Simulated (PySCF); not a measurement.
Can point charges reproduce the dipole moment of `O=C[C@@H]1CC=NCC1`?

Coordinates (GFN2-xTB, Å) and charges (e) from the PBE0/pcSseg-1 density (PySCF):

```tsv
atom	x	y	z	Mulliken	IAO	Hirshfeld	ESP-fitted
O1	1.936	0.639	1.604	-0.3400	-0.3794	-0.2099	-0.4332
C2	1.711	-0.074	0.668	+0.3156	+0.2651	+0.1370	+0.3542
C3	0.820	0.261	-0.502	-0.4031	-0.1664	-0.0322	+0.3171
C4	-0.087	1.450	-0.187	-0.1578	-0.3089	-0.0774	-0.2983
C5	-1.296	1.013	0.591	+0.0663	+0.0196	+0.0429	+0.4716
N6	-1.699	-0.158	0.791	-0.4062	-0.2828	-0.1653	-0.7187
C7	-0.991	-1.284	0.249	-0.0215	-0.1623	-0.0311	+0.4170
C8	-0.033	-0.948	-0.897	-0.2159	-0.2803	-0.0732	-0.3703
H9	2.188	-1.072	0.581	+0.0757	+0.0921	+0.0402	-0.0028
H10	1.503	0.508	-1.326	+0.1583	+0.1581	+0.0543	-0.0287
H11	0.460	2.187	0.405	+0.1547	+0.1670	+0.0446	+0.0711
H12	-0.420	1.941	-1.106	+0.1461	+0.1530	+0.0490	+0.0660
H13	-1.890	1.806	1.031	+0.1051	+0.1451	+0.0464	-0.0043
H14	-0.447	-1.745	1.082	+0.1300	+0.1456	+0.0431	+0.0014
H15	-1.748	-2.003	-0.079	+0.1345	+0.1551	+0.0468	+0.0067
H16	0.596	-1.810	-1.125	+0.1244	+0.1374	+0.0421	+0.0332
H17	-0.610	-0.699	-1.789	+0.1337	+0.1420	+0.0429	+0.1183
```

Question: Form Σ q r in debye for every column and set it beside the full dipole.

Answer: The full density gives (0.78, -0.62, -3.26) D, 3.41 D in size; dipole vectors point from the negative to the positive end.

| scheme | μx | μy | μz | size (D) | share of the full size (%) | angle to the full dipole (°) |
| --- | --- | --- | --- | --- | --- | --- |
| Mulliken | 0.54 | -1.03 | -2.89 | 3.12 | 91 | 9 |
| IAO | 0.34 | -1.06 | -3.18 | 3.37 | 99 | 11 |
| Hirshfeld | 0.22 | -0.48 | -1.83 | 1.90 | 56 | 8 |
| ESP-fitted | 0.77 | -0.67 | -3.25 | 3.40 | 100 | 1 |

Question: Which set comes closest?

Answer: Length of the difference vector: ESP-fitted 0.05 D, Mulliken 0.60 D, IAO 0.62 D, Hirshfeld 1.54 D. Closest: ESP-fitted. ESP charges are fitted to the potential around the molecule, whose slowest-falling term is the dipole's. The schemes that divide the density aren't constrained to reproduce the dipole.

Question: What is left for the Hirshfeld atoms' own dipoles?

Answer: The shares of the density sum to the whole, so what Σ q r misses lies in dipoles about the nuclei. The atomic dipoles sum to (0.78, -0.62, -3.26) − (0.22, -0.48, -1.83) = (0.56, -0.14, -1.43) D, 1.54 D in size.

Question: With the origin at the mean of the coordinates, (0.000, 0.001, -0.001) Å, which are the largest single terms, by size, of the Hirshfeld dipole along the direction of the full one?

Answer: O1 +1.22, N6 +0.89, H10 +0.40, H13 -0.39, C8 -0.36 D; all 17 atoms together +1.88 D. The single terms depend on the origin, their sum doesn't.

Question: Give the size of the full dipole in other units.

Answer: 3.41 D = 1.341 au = 0.710 e·Å = 11.37 × 10⁻³⁰ C·m.

Geometry: GFN2-xTB, one conformer, isolated molecule.

The run behind these numbers computed NMR shieldings as well. Hardware: an Arm Neoverse N1 with one thread, no GPU (shared host). Cost: 56 s (grids of density and orbitals included).
